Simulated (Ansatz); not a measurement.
Ideal-gas functions of CH2BrF (`FCBr`) at 800 K and 1 bar, from an Ansatz frequency run at PBE0-D4/def2-TZVP.

Molar mass 112.93 g/mol, point group Cs (symmetry number 1), electronic degeneracy 1, moments of inertia 12.444, 134.844, 143.977 u Å². Harmonic wavenumbers (cm⁻¹, unscaled): 317, 658, 946, 1116, 1253, 1337, 1492, 3106, 3189.

Use S(trans) = R[1.5 ln M + 2.5 ln T − 1.1517]; rotational temperatures θ = 24.2544 K / I; S(rot) = R[ln(√π/σ · √(T³/θAθBθC)) + 1.5]; for each mode x = 1.438777 ν̃/T, S = R[x/(eˣ − 1) − ln(1 − e⁻ˣ)] and H = RT x/(eˣ − 1); 1 cm⁻¹ = 0.0119627 kJ/mol; R = 8.31446 J/(mol·K).

Q: By hand: the entropy, in J/(mol·K).

A: Translation 188.3. Rotation: θ = 1.9491, 0.1799, 0.1685 K, giving 112.4. Vibration, mode by mode: 13.10, 7.38, 4.83, 3.79, 3.12, 2.77, 2.22, 0.21, 0.18, in all 37.6. Electronic 0.0. Sum 338.3 J/(mol·K).

Q: By hand: H − E and G − E in kJ/mol, counted from the electronic energy.

A: Zero-point energy ½ × 13414 × 0.0119627 = 80.2; thermal vibration 17.9; translation, rotation and pV give 4 RT = 26.6. H − E = 124.7 kJ/mol, and G − E = 124.7 − 800 × 338.3/1000 = -145.9 kJ/mol.

Vibration gives 11 % of the entropy.
